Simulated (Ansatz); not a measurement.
CH6O3Si, SMILES `OC(O)O[SiH3]`, relaxed with RKS PBE-D4/def2-SVP in the Gaussian-basis code of Ansatz from a rough embedded geometry. The force threshold is 0.03 eV/Å; the program also tests the step.

Total charge 0; spin multiplicity 1.

Start:

```xyz
11

O    -1.538   -0.626   -0.480
C    -0.573    0.276   -0.673
O    -1.261    1.478   -0.947
O     0.246    0.484    0.511
Si    1.349   -0.618    0.887
H    -2.382   -0.144   -0.493
H     0.075    0.010   -1.542
H    -1.062    1.965   -0.117
H     2.198   -0.870   -0.377
H     0.748   -1.888    1.307
H     2.201   -0.069    1.923
```

(1) How much energy does the relaxation release, and in how many steps? (An estimate is asked.)

(2) Which bonds change most? (Estimate.)

(3) Give the relaxed structure. (Best estimate.)

Answers

(1) Ansatz gave: 48.72 kJ/mol, in 13 steps, 2 of them rejected.

(2) The calculation gave: O4–Si5 from 1.605 to 1.700 Å; O1–C2 from 1.335 to 1.391 Å; Si5–H11 from 1.450 to 1.499 Å; Si5–H9 from 1.543 to 1.503 Å.

(3) Computed: 
```xyz
11

O    -1.132   -0.768   -0.834
C    -0.536    0.490   -0.808
O    -1.520    1.467   -0.671
O     0.372    0.643    0.269
Si    1.237   -0.691    0.872
H    -1.861   -0.724   -0.179
H     0.024    0.582   -1.771
H    -1.133    2.149   -0.090
H     1.917   -1.443   -0.238
H     0.375   -1.630    1.669
H     2.258   -0.075    1.781
```
